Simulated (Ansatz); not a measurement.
Geometry optimisation, Ansatz 0.2.0, RKS PBE-D4/def2-SVP.

Input:

```yaml
crystal:
  periodic: [false, false, false]
  atoms:
    - { symbol: O, position_ang: [-1.7812, -1.2928, 1.0816] }
    - { symbol: C, position_ang: [-0.9073, -0.2706, 0.7173] }
    - { symbol: C, position_ang: [-0.1559, -0.4139, -0.3674] }
    - { symbol: B, position_ang: [1.0019, 0.6806, -0.7772] }
    - { symbol: O, position_ang: [1.0868, 1.8928, -0.0174] }
    - { symbol: Cl, position_ang: [1.9667, 0.4158, -2.2737] }
    - { symbol: H, position_ang: [-1.9136, -2.0956, 0.5324] }
    - { symbol: H, position_ang: [-0.9562, 0.31882, -0.26372] }
    - { symbol: H, position_ang: [-0.2019, -1.2901, -0.9199] }
    - { symbol: H, position_ang: [1.7812, 1.687, 0.6971] }
basis:
  gaussian: { orbitals: def2-SVP }
hamiltonian:
  xc: pbe
  dispersion: d4
relax:
  f_tol: 0.02
  max_steps: 50
output:
  orbitals: {}
```

Run as:

```bash
$ ansatz run input.yaml --threads 2 --pin off --max-ram 3072MiB --backend cpu --events-out ev --progress --plain --runs-dir out
```

**Question.** Where does it end, and by what steps?

**Answer.** The run converged. After 17 steps the energy has fallen by 2.958 eV; H10 moved furthest, 1.16 Å. Parted: C2–H8 (1.15 → 2.11 Å).

```csv
step,energy less start (eV),largest force component (eV/Å),accepted
0,0.0000,6.674,yes
1,-1.1129,2.477,yes
2,-1.4108,1.731,yes
3,-1.6490,1.124,yes
4,-1.8752,0.723,yes
5,-2.1699,0.917,yes
6,-2.4248,2.187,yes
7,-2.6817,1.721,yes
8,-2.7721,1.771,yes
9,-2.9090,0.560,yes
10,-2.8469,0.970,no
11,-2.9485,0.241,yes
12,-2.9528,0.135,yes
13,-2.9561,0.102,yes
14,-2.9573,0.081,yes
15,-2.9580,0.055,yes
16,-2.9582,0.027,yes
17,-2.9582,0.010,yes
```

```xyz
10
Properties=species:S:1:pos:R:3
O -1.113 -1.194 1.386
C -0.730 -0.071 0.849
C -0.463 -0.119 -0.602
B 1.004 0.537 -0.741
O 1.441 1.342 0.243
Cl 2.008 0.227 -2.166
H -1.232 -1.926 0.708
H -1.102 0.652 -1.096
H -0.616 -1.101 -1.121
H 0.724 1.285 0.949
```

The run took 48 s on 2 threads of AMD EPYC 7R43 64-Core Processor (Zen 3), on a shared host, peak memory 0.17 GiB.
